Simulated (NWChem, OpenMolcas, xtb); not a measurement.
InNH4 (InH2(NH2)): the dipole moment, rung by rung

InNH4: 6 atoms, total charge 0, spin state singlet. As SMILES, `[H][In]([H])[NH2]`. The shape comes from GFN2-xTB, which is rough for such elements, and wasn't checked as a minimum.

Quantity: the dipole moment, in D. The values are calculated.

```tsv
level	kind	program	value (D)	CPU time
GFN2-xTB	semi-empirical	xtb	1.43	under 2 s
GFN0-xTB	semi-empirical	xtb	1.95	under 2 s
GFN1-xTB	semi-empirical	xtb	1.62	under 2 s
HF/STO-3G	Hartree–Fock	OpenMolcas	1.24	6.6 s
HF/3-21G	Hartree–Fock	OpenMolcas	1.81	7 s
HF/def2-SVP (core potential)	Hartree–Fock	OpenMolcas	1.37	8.9 s
HF/def2-TZVP (core potential)	Hartree–Fock	OpenMolcas	1.28	37 s
SVWN5/6-311G**/def2-TZVP (core potential)	LDA	NWChem	1.40	23 s
B3LYP/STO-3G	global hybrid	OpenMolcas	1.43	19 s
PBE0/def2-SVP (core potential)	global hybrid	OpenMolcas	1.37	35 s
```

All-electron rows without a relativistic Hamiltonian named are non-relativistic, while core potentials hold scalar relativity, so basis and relativity change together. The values span 1.24 to 1.95 D. Sets without polarisation functions give poor dipoles. Without the sets that lack polarisation functions the rows with a basis span only 1.28 to 1.40 D. CPU times are rough (shared hosts, several kinds of processor): they show what a rung costs within a factor of a few.
